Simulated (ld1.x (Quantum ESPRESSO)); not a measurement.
# Which change was made? (Ru, TM)

ld1.x (Quantum ESPRESSO) 7.5 input, shortened:

```
&input
   title='Ru', zed=44., rel=2, dft='PBE', iswitch=3,
   config='[Kr] 4d7 5s0.5 5p0', rel_dist='average'
 /
 &inputp
   pseudotype=2, tm=.true., lloc=0,
   nlcc=.false.
 /
3
4P  2  1   6.00   0.00  1.80  1.80  0.0
4D  3  2   7.00   0.00  1.60  1.60  0.0
4S  1  0   2.00   0.00  1.35  1.35  0.0
 &test
   configts(1)='4s2 4p6 4d7 5s0.5 5p0'
 /
```

Open shells are filled in proportion to 2j + 1 (rel_dist='average').

Occupied shells without a wave of their own: 5s. They enter only through the test configuration that unscreens the potential.

Cutoffs, loose and tight: the cutoffs (Ry, on a coarse ladder) from which the occupation-weighted sum of valence levels, in a spherical-Bessel basis at the reference potential, stays within 10 and 1 mRy of its value at 400 Ry. They do not see the model core or the augmentation charge, which bear on the density cutoff. Test errors are all-electron minus pseudo excitation energies from the reference, over the configurations 4s2 4p6 4d7 5s1 5p0; 4s2 4p6 4d7 5s0 5p0; 4s2 4p6 4d6 5s0 5p0; 4s2 4p6 4d7.5 5s0.5 5p0; 4s2 4p6 4d5 5s0 5p0; 4s2 4p6 4d6 5s2 5p0; 4s2 4p6 4d6 5s1 5p0; variants that change the core or the reference have their own tests.

The base gives: outcome: generated, misses its reference levels by 0.35 eV; cutoff, loose: 90 Ry; cutoff, tight: 140 Ry; bound ghosts: none; largest test error (meV): +573.

After one change the result is: outcome: generated, misses its reference levels by 0.42 eV; cutoff, loose: 80 Ry; cutoff, tight: 140 Ry; bound ghosts: none; largest test error (meV): +690. Which change was it?
A. local potential the p channel
B. functional PBEsol
C. core [Kr], valence charge 8; reference 4d7 5s1 5p0; waves now 5s (bound): rc 1.05 bohr; 5p (bound): rc 3.35 bohr; 4d (bound): rc 1.80 bohr; local potential all-electron potential smoothed inside 1.30 bohr (lloc = -1)
D. wave 4s (bound): rc 1.35 bohr becomes 4s (bound): rc 1.36 bohr

D. The others give: local potential the p channel → outcome: generated, misses its reference levels by 2.28 eV; bound ghosts: not determined; largest test error (meV): +492 | core [Kr], valence charge 8; reference 4d7 5s1 5p0; waves now 5s (bound): rc 1.05 bohr; 5p (bound): rc 3.35 bohr; 4d (bound): rc 1.80 bohr; local potential all-electron potential smoothed inside 1.30 bohr (lloc = -1) → outcome: failed: run_pseudo: Errors in PS-KS equation | functional PBEsol → outcome: generated, misses its reference levels by 0.36 eV; cutoff, loose: 90 Ry; cutoff, tight: 140 Ry; bound ghosts: none; largest test error (meV): +584.
